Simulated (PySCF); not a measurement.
A side-by-side comparison of computed properties.

First species: C5H2F3N.
Geometry (GFN2-xTB, Å), atoms numbered from 1 in this order:
```
atom  x, y, z in Å
N1    -1.6687    2.6595   -0.3696
C2    -1.4126    1.5910   -0.0570
C3    -1.0883    0.2451    0.3051
F4    -1.6326   -0.1271    1.5170
C5    -0.8612   -0.8186   -0.7080
F6    -1.4568   -1.6364   -1.5338
C7     0.2225   -0.4112   -0.1090
C8     1.6676   -0.4417    0.1657
F9     2.1547    0.8256    0.3350
H10    1.8680   -0.9873    1.0980
H11    2.2130   -0.8963   -0.6695
```

Second species: C5H9NSSi.
SMILES with atom numbers: `[CH2:1]=[CH:2][CH2:3][C@H:4]([C:5]#[N:6])[S:7][SiH3:8]` (hydrogens: H9, H10 on C1; H11 on C2; H12, H13 on C3; H14 on C4; H15, H16, H17 on Si8)

Cartesian coordinates in Å at the GFN2-xTB level; atoms count from 1:
```xyz
17
C5H9NSSi angstrom
C     -3.1666    0.0188    0.1244
C     -1.9354   -0.1558    0.5652
C     -0.7314    0.5089   -0.0281
C      0.1750   -0.5304   -0.7032
C      0.6967   -1.4755    0.2397
N      1.1474   -2.1948    1.0074
S      1.5838    0.2737   -1.5959
Si     3.0272    0.6747   -0.0473
H     -3.3866    0.6785   -0.6994
H     -4.0070   -0.4823    0.5727
H     -1.7324   -0.8261    1.3905
H     -1.0286    1.2426   -0.7792
H     -0.1650    1.0203    0.7554
H     -0.3758   -1.0600   -1.4866
H      3.9205    1.5892   -0.7348
H      3.6491   -0.5781    0.3485
H      2.3221    1.3083    1.0608
```

Levels: B3LYP/def2-SVPD for dipole moment, HOMO energy, LUMO energy, HOMO–LUMO gap, static isotropic polarisability and electronic spatial extent ⟨r²⟩ about the centre of nuclear charge; TDDFT B3LYP/def2-SVPD for lowest singlet excitation; TDA B3LYP/def2-SVPD for lowest triplet excitation (Tamm–Dancoff); GFN2-xTB for rotational constant A and rotational constant C. Geometries: GFN2-xTB. Each species is one conformer at its optimised geometry, gas phase, non-relativistic unless stated; the electronic structure was computed with PySCF and density fitting.

The conformers computed, where there is a choice (atom-mapped SMILES and torsion angles):
- `[N:1]#[C:2][C@@:3]1([F:4])[C:5]([F:6])=[C:7]1[CH2:8][F:9]`: C5–C7–C8–F9 142°
- `[CH2:1]=[CH:2][CH2:3][C@H:4]([C:5]#[N:6])[S:7][SiH3:8]`: C1–C2–C3–C4 -113°, C2–C3–C4–C5 -63°, C3–C4–S7–Si8 81°

Values for the first species:

| Item | Value |
| --- | --- |
| Dipole moment | 4.79 D |
| HOMO energy | -9.04 eV |
| LUMO energy | -1.44 eV |
| HOMO–LUMO gap | 7.60 eV |
| Lowest singlet excitation | 6.43 eV |
| Lowest triplet excitation (Tamm–Dancoff) | 5.03 eV |
| Static isotropic polarisability | 62.9 au |
| Electronic spatial extent ⟨r²⟩ about the centre of nuclear charge | 1171 bohr² |
| Rotational constant A | 1.662 GHz |
| Rotational constant C | 0.993 GHz |

Q: Estimate the same properties for the second species, and the change in each.

A: 
| property | first | second | second less first |
| --- | --- | --- | --- |
| dipole moment | 4.79 D | 2.74 D | -2.05 D |
| HOMO energy | -9.04 eV | -7.11 eV | +1.93 eV |
| LUMO energy | -1.44 eV | -0.97 eV | +0.47 eV |
| HOMO–LUMO gap | 7.60 eV | 6.14 eV | -1.46 eV |
| lowest singlet excitation | 6.43 eV | 5.12 eV | -1.31 eV |
| lowest triplet excitation (Tamm–Dancoff) | 5.03 eV | 4.46 eV | -0.57 eV |
| static isotropic polarisability | 62.9 au | 112.1 au | +49.2 au |
| electronic spatial extent ⟨r²⟩ about the centre of nuclear charge | 1171 bohr² | 1680 bohr² | +509 bohr² |
| rotational constant A | 1.662 GHz | 2.365 GHz | +0.703 GHz |
| rotational constant C | 0.993 GHz | 0.712 GHz | -0.281 GHz |

On the first: The vertical singlet–triplet gap S1 − T1 is 1.40 eV (TDDFT singlet less Tamm–Dancoff triplet; S1: HOMO→LUMO, weight 0.48, beside HOMO−1→LUMO, weight 0.47; T1: HOMO→LUMO, weight 0.59, beside HOMO−1→LUMO, weight 0.30). In wavenumbers S1 is 51900 cm⁻¹ (1 eV = 8065.54 cm⁻¹).

On the second: The 8 singlets span 5.12 to 6.78 eV, and their oscillator strengths add up to 0.19. S1 lies 1.02 eV below the HOMO–LUMO gap; its leading configuration is HOMO→LUMO, weight 0.88.
